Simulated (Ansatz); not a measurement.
```yaml
crystal:
  periodic: [false, false, false]
  atoms:
    - {symbol: F, position_ang: [-4.004972, -0.721214, -1.784040]}
    - {symbol: C, position_ang: [-1.927325, -0.182724, 0.367189]}
    - {symbol: C, position_ang: [0.639447, -2.397556, 0.337275]}
    - {symbol: O, position_ang: [3.145740, -0.475969, -0.026282]}
    - {symbol: Si, position_ang: [1.122702, 2.556690, -0.454968]}
    - {symbol: H, position_ang: [-3.059068, -0.052338, 2.481220]}
    - {symbol: H, position_ang: [0.434090, -3.901393, -1.530052]}
    - {symbol: H, position_ang: [0.881745, -3.663188, 2.367287]}
    - {symbol: H, position_ang: [1.805777, 4.903036, 1.716939]}
    - {symbol: H, position_ang: [1.144462, 3.822011, -3.467965]}
basis:
  gaussian: {orbitals: def2-TZVP, point_charges: [{charge: 0.50, position_ang: [4.605, 0.846, 0.262]}]}
hamiltonian: {xc: {name: HSE06}, dispersion: d3bjatm}
accuracy: high
```

```sh
$ ansatz run in.yaml --threads 4 --pin off --events-out ev --progress --plain --max-ram 10444MiB
```

It prints (some lines left out):

```
Functional definition: HSE06
2941 factors; integrals over basis functions are off by at most 1.4e-7 eV
173 factors; integrals over basis functions are off by at most 1.4e-9 eV
mean field evaluation 1: about -14702.2114 eV, gradient 1.1e2 eV
mean field evaluation 2: about -13885.7501 eV, gradient 2.6e2 eV
mean field evaluation 4: about -14646.6439 eV, gradient 1.5e2 eV
mean field evaluation 8: about -14743.9151 eV, gradient 5.2e0 eV
mean field evaluation 16: about -14744.4345 eV, gradient 3.1e-2 eV
mean field -14744.43495971 eV, -541.8479906324 hartree, gradient 2.5e-8 eV, S^2 0.000000; 10 other end points of the search recorded, 0 dependent functions left out
reference -14744.43496611 eV, -541.8479908674 hartree; 24, 24 occupied and 167, 167 virtual orbitals, 2941 factors
Total energy: -14744.54071853 eV, -541.8518771972 hartree
```

(1) What is wrong with this run?

Answers

(1) The geometry is stretched to more than twice its size. The run converged. The result belongs to that input, not to the molecule as meant.

HSE06 is defined as in plane-wave codes.
